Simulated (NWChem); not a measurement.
Everything below was run with NWChem. System: BI2, charge 0, spin multiplicity 4, at the geometry of a parent with another charge or spin, in a state set for the comparison that need not be this species' ground state. Its SCF solution wasn't tested for a lower state. Level: UHF/def2-SVP with def2 effective core potentials on I.

NWChem printed:

```
             Northwest Computational Chemistry Package (NWChem) 7.3.0
             --------------------------------------------------------

                                NWChem Input Module
                                -------------------

 Scaling coordinates for geometry "geometry" by  1.889725989
 (inverse scale =  0.529177249)

 Turning off AUTOSYM since
 SYMMETRY directive was detected!

                             Geometry "geometry" -> ""
                             -------------------------

 Output coordinates in angstroms (scale by  1.889725989 to convert to a.u.)

  No.       Tag          Charge          X              Y              Z
 ---- ---------------- ---------- -------------- -------------- --------------
    1 I                   53.0000     1.90592900     0.00000000     0.04115200
    2 B                    5.0000     0.00000000     0.00000000    -0.87242900
    3 I                   53.0000    -1.90592900     0.00000000     0.04115200

 Effective nuclear repulsion energy (a.u.)     522.6530480555

            Nuclear Dipole moment (a.u.)
            ----------------------------
        X                 Y               Z
 ---------------- ---------------- ----------------
     0.0000000000     0.0000000000    -0.0000623610

      Symmetry information
      --------------------

 Group name             C2v
 Group number             16
 Group order               4
 No. of unique centers     2

      Symmetry unique atoms

     1    2


 Summary of "ao basis" -> "" (spherical)
 ------------------------------------------------------------------------------
       Tag                 Description            Shells   Functions and Types
 ---------------- ------------------------------  ------  ---------------------
 *                          def2-svp                  on all atoms

 Summary of "ao basis" -> "ao basis" (spherical)
 ------------------------------------------------------------------------------
       Tag                 Description            Shells   Functions and Types
 ---------------- ------------------------------  ------  ---------------------
 I                          def2-svp                10       26   4s4p2d
 B                          def2-svp                 6       14   3s2p1d

                                 NWChem SCF Module
                                 -----------------

  ao basis        = "ao basis"
  functions       =    66
  atoms           =     3
  alpha electrons =    29
  beta  electrons =    26
  charge          =   0.00
  wavefunction    = UHF
  use symmetry    = T
  symmetry adapt  = T

 Summary of "ao basis" -> "ao basis" (spherical)
 ------------------------------------------------------------------------------
       Tag                 Description            Shells   Functions and Types
 ---------------- ------------------------------  ------  ---------------------
 I                          def2-svp                10       26   4s4p2d
 B                          def2-svp                 6       14   3s2p1d

      Symmetry analysis of basis
      --------------------------

        a1         25
        a2          9
        b1         21
        b2         11

 Forming initial guess at       0.1s

   Symmetry analysis of molecular orbitals - initial alpha
   -------------------------------------------------------

  Numbering of irreducible representations:

     1 a1          2 a2          3 b1          4 b2

  Orbital symmetries:

     1 b1          2 a1          3 a1          4 b1          5 a1
     6 b1          7 a1          8 a2          9 b2         10 b1
    11 a1         12 a1         13 b1         14 b2         15 a2
    16 b2         17 a2         18 a1         19 b1         20 a1
    21 b1         22 a1         23 b1         24 a1         25 b2
    26 b1         27 a2         28 a1         29 b2         30 a1
    31 b1         32 a1         33 b1         34 b1         35 a1
    36 a1         37 b2         38 a1         39 a2

   Symmetry analysis of molecular orbitals - initial beta
   ------------------------------------------------------

  Numbering of irreducible representations:

     1 a1          2 a2          3 b1          4 b2
[...]
    14      0.908617  1 I  px                54     -0.908617  3 I  px
     4     -0.778495  1 I  s                 44     -0.778495  3 I  s
    28      0.336274  2 B  s                 32     -0.323818  2 B  pz

 Vector   31  Occ=0.000000D+00  E= 1.864612D-01  Symmetry=b1
              MO Center= -1.2D-14, -5.4D-18, -3.3D-01, r^2= 6.5D+00
   Bfn.  Coefficient  Atom+Function         Bfn.  Coefficient  Atom+Function
  ----- ------------  ---------------      ----- ------------  ---------------
    33      1.771581  2 B  px                 4     -1.049662  1 I  s
    44      1.049662  3 I  s                 14      0.864412  1 I  px
    54      0.864412  3 I  px                16      0.656207  1 I  pz
    56     -0.656207  3 I  pz                30     -0.464583  2 B  px
     3     -0.153851  1 I  s                 43      0.153851  3 I  s

 Vector   32  Occ=0.000000D+00  E= 2.893552D-01  Symmetry=a1
              MO Center= -8.3D-14,  1.6D-15, -4.3D-01, r^2= 4.5D+00
   Bfn.  Coefficient  Atom+Function         Bfn.  Coefficient  Atom+Function
  ----- ------------  ---------------      ----- ------------  ---------------
    29      2.185989  2 B  s                 28     -1.348431  2 B  s
     3     -0.567080  1 I  s                 43     -0.567080  3 I  s
    35      0.497387  2 B  pz                14      0.301285  1 I  px
    54     -0.301285  3 I  px                25      0.199108  1 I  d  1
    65     -0.199108  3 I  d  1              27     -0.185730  2 B  s

                     UHF Final Beta Molecular Orbital Analysis
                     -----------------------------------------

 Vector   24  Occ=1.000000D+00  E=-4.107019D-01  Symmetry=b2
              MO Center=  2.4D-13,  7.5D-19, -2.5D-04, r^2= 5.3D+00
   Bfn.  Coefficient  Atom+Function         Bfn.  Coefficient  Atom+Function
  ----- ------------  ---------------      ----- ------------  ---------------
    12      0.423716  1 I  py                52      0.423716  3 I  py
    15      0.367169  1 I  py                55      0.367169  3 I  py
     9     -0.170311  1 I  py                49     -0.170311  3 I  py

 Vector   25  Occ=1.000000D+00  E=-3.885061D-01  Symmetry=a2
              MO Center= -2.6D-13, -1.2D-16,  2.9D-02, r^2= 5.6D+00
   Bfn.  Coefficient  Atom+Function         Bfn.  Coefficient  Atom+Function
  ----- ------------  ---------------      ----- ------------  ---------------
    12      0.442500  1 I  py                52     -0.442500  3 I  py
    15      0.391789  1 I  py                55     -0.391789  3 I  py
     9     -0.177497  1 I  py                49      0.177497  3 I  py

 Vector   26  Occ=1.000000D+00  E=-3.332582D-01  Symmetry=a1
              MO Center=  5.8D-14, -7.3D-18, -4.7D-02, r^2= 5.1D+00
   Bfn.  Coefficient  Atom+Function         Bfn.  Coefficient  Atom+Function
  ----- ------------  ---------------      ----- ------------  ---------------
    16      0.358868  1 I  pz                56      0.358868  3 I  pz
    13      0.344441  1 I  pz                53      0.344441  3 I  pz

 Vector   27  Occ=0.000000D+00  E=-1.369968D-01  Symmetry=b1
              MO Center= -2.4D-13, -8.2D-17, -9.9D-03, r^2= 5.9D+00
   Bfn.  Coefficient  Atom+Function         Bfn.  Coefficient  Atom+Function
  ----- ------------  ---------------      ----- ------------  ---------------
    16      0.344899  1 I  pz                56     -0.344899  3 I  pz
    14     -0.298351  1 I  px                54     -0.298351  3 I  px
    13      0.291738  1 I  pz                53     -0.291738  3 I  pz
    11     -0.260345  1 I  px                51     -0.260345  3 I  px

 Vector   28  Occ=0.000000D+00  E= 1.128466D-01  Symmetry=a1
              MO Center= -1.5D-14,  1.4D-15, -1.1D+00, r^2= 4.3D+00
   Bfn.  Coefficient  Atom+Function         Bfn.  Coefficient  Atom+Function
  ----- ------------  ---------------      ----- ------------  ---------------
    29      1.178695  2 B  s                 14      0.369949  1 I  px
    54     -0.369949  3 I  px                16      0.326845  1 I  pz
    56      0.326845  3 I  pz                35     -0.256676  2 B  pz
     4     -0.250752  1 I  s                 44     -0.250752  3 I  s
    28      0.243071  2 B  s                  3     -0.214735  1 I  s

 Vector   29  Occ=0.000000D+00  E= 1.456831D-01  Symmetry=b2
              MO Center= -8.3D-12,  3.4D-15, -7.2D-01, r^2= 3.7D+00
   Bfn.  Coefficient  Atom+Function         Bfn.  Coefficient  Atom+Function
  ----- ------------  ---------------      ----- ------------  ---------------
    34      0.863496  2 B  py                15     -0.331229  1 I  py
    55     -0.331229  3 I  py                31     -0.317308  2 B  py

 center of mass
 --------------
 x =   0.00000000 y =   0.00000000 z =   0.00599130

 moments of inertia (a.u.)
 ------------------
          31.449251601262           0.000000000000           0.000000000000
           0.000000000000        3323.784825609638           0.000000000000
           0.000000000000           0.000000000000        3292.335574008376

  Mulliken analysis of the total density
  --------------------------------------

    Atom       Charge   Shell Charges
 -----------   ------   -------------------------------------------------------
    1 I   25    24.89   1.83  0.22  1.25  0.66  2.93  3.12  2.52  2.31  9.83  0.23
    2 B    5     5.22   1.99  0.81  0.27  1.45  0.65  0.05
    3 I   25    24.89   1.83  0.22  1.25  0.66  2.93  3.12  2.52  2.31  9.83  0.23

  Mulliken analysis of the alpha density
  --------------------------------------

    Atom       Charge   Shell Charges
 -----------   ------   -------------------------------------------------------
    1 I   25    12.73   0.91  0.11  0.62  0.33  1.45  1.58  1.44  1.24  4.91  0.13
    2 B    5     3.55   1.00  0.55  0.26  1.17  0.56  0.02
    3 I   25    12.73   0.91  0.11  0.62  0.33  1.45  1.58  1.44  1.24  4.91  0.13

   Mulliken analysis of the beta density
   -------------------------------------

    Atom       Charge   Shell Charges
 -----------   ------   -------------------------------------------------------
    1 I   25    12.17   0.91  0.11  0.62  0.33  1.48  1.54  1.08  1.07  4.92  0.10
    2 B    5     1.67   0.99  0.26  0.02  0.28  0.09  0.02
    3 I   25    12.17   0.91  0.11  0.62  0.33  1.48  1.54  1.08  1.07  4.92  0.10

   Mulliken analysis of the spin density
   -------------------------------------

    Atom       Charge   Shell Charges
 -----------   ------   -------------------------------------------------------
    1 I   25     0.56  -0.00  0.00  0.00 -0.00 -0.02  0.03  0.37  0.16 -0.01  0.03
    2 B    5     1.88   0.00  0.29  0.24  0.88  0.47 -0.00
    3 I   25     0.56  -0.00  0.00  0.00 -0.00 -0.02  0.03  0.37  0.16 -0.01  0.03

       Multipole analysis of the density wrt the origin
       ------------------------------------------------

     L   x y z        total         alpha         beta         nuclear
     -   - - -        -----         -----         ----         -------
     0   0 0 0      0.000000    -29.000000    -26.000000     55.000000

     1   1 0 0      0.000000      0.000000     -0.000000      0.000000
     1   0 1 0      0.000000      0.000000      0.000000      0.000000
     1   0 0 1      0.510922      4.314101      0.551780     -4.354959

     2   2 0 0    -38.846145   -355.708842   -331.743527    648.606225
     2   1 1 0     -0.000000     -0.000000     -0.000000      0.000000
     2   1 0 1     -0.000000     -0.000000      0.000000      0.000000
     2   0 2 0    -46.600338    -26.195512    -20.404825      0.000000
     2   0 1 1     -0.000000     -0.000000      0.000000      0.000000
     2   0 0 2    -45.777053    -37.375735    -22.293959     13.892641

 Task  times  cpu:        0.8s     wall:        0.8s

 Total times  cpu:        0.8s     wall:        0.8s
```

**Question.** Write an NWChem input that would produce this output.

**Answer.** This is not unique; one that fits is 
```
start mol
memory heap 200 mb stack 900 mb global 1100 mb
geometry units angstroms nocenter noautoz
  I      1.905929     0.000000     0.041152
  B      0.000000     0.000000    -0.872429
  I     -1.905929     0.000000     0.041152
  symmetry group C2v
end
basis spherical
  * library def2-svp
end
ecp
  I library def2-ecp
end
scf
  uhf
  nopen 3
  maxiter 100
  thresh 1e-7
  semidirect memsize 60000000 filesize 0
  # guess.movecs holds the orbitals of an unrestricted PBE0 run
  vectors input guess.movecs output mol.movecs
end
task scf energy
```
